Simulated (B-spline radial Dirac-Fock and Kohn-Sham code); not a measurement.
## Internal conversion coefficients of Pd at 100 keV

Z = 46 (palladium), transition energy 100 keV. Method: a Dirac-Hartree-Slater potential of the neutral atom with a Latter tail (no hole, which puts coefficients of high multipoles low close above an edge), finite nucleus with surface currents. Computed with a radial atomic solver. Subshells that would emit electrons below 1 keV are left out.

Input of the calculation (task.json; shells as n, l, electrons):

```json
{"items": [{
  "Z": 46,
  "q": 0,
  "cfg": [[1, 0, 2], [2, 0, 2], [2, 1, 6], [3, 0, 2], [3, 1, 6], [3, 2, 10], [4, 0, 2], [4, 1, 6], [4, 2, 10]],
  "A": 106,
  "rrms": 4.5318,
  "do": "conversion",
  "gamma": [100],
  "edges": {"K": 24350.0, "L1": 3604.0, "L2": 3330.0, "L3": 3173.0, "M1": 671.6, "M2": 559.9, "M3": 532.3, "M4": 340.5, "M5": 335.2, "N1": 87.1}
}]}
```

Launch: `python xray2_run.py task.json out`

| subshell | electron energy (keV) | E3 | E4 | E5 | M2 | M4 |
| --- | --- | --- | --- | --- | --- | --- |
| K | 75.65 | 7.10 | 45.0 | 286 | 3.24 | 201 |
| L1 | 96.40 | 0.589 | 3.27 | 19.0 | 0.458 | 47.7 |
| L2 | 96.67 | 2.28 | 45.7 | 742 | 0.0493 | 10.9 |
| L3 | 96.83 | 2.59 | 49.4 | 778 | 0.0585 | 54.4 |
| M1 | 99.33 | 0.108 | 0.604 | 3.67 | 0.0888 | 9.89 |
| M2 | 99.44 | 0.462 | 9.40 | 155 | 0.00998 | 2.28 |
| M3 | 99.47 | 0.525 | 10.2 | 162 | 0.0120 | 11.8 |
| M4 | 99.66 | 0.00418 | 0.280 | 10.8 | 9.35e-05 | 0.162 |
| M5 | 99.66 | 0.00523 | 0.305 | 10.8 | 1.99e-05 | 0.180 |
| total |  | 13.8 | 168 | 2220 | 3.94 | 343 |

**Question.** For a pure M2 transition, what fraction of decays emits a photon?

**Answer.** 1/(1 + α) = 0.202 with the total α = 3.94; the total includes the outer subshells that are not listed.
